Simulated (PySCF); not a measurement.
A calculated (r2SCAN, PySCF 2.14, cc-pVTZ, the non-relativistic Hamiltonian (point nucleus)) atom or ion has these occupied shells.

```tsv
shell	electrons	orbital energy (eV)	rms radius, mean of both spins (bohr)
1s α	1	-6975.6	0.0685
1s β	1	-6975.5	0.0685
2s α	1	-833.94	0.293
2s β	1	-831.39	0.293
2p α	3	-720.46	0.262
2p β	3	-718.53	0.262
3s α	1	-115.55	0.881
3s β	1	-109.54	0.881
3p α	3	-81.886	0.937
3p β	3	-75.974	0.937
3d α	5	-27.711	1.20
3d β	1	-23.826	1.20
```

**Question.** Name the element and its charge.

**Answer.** Fe²⁺ (iron, charge +2), in [Ar] 3d6, high-spin 5D determinant.
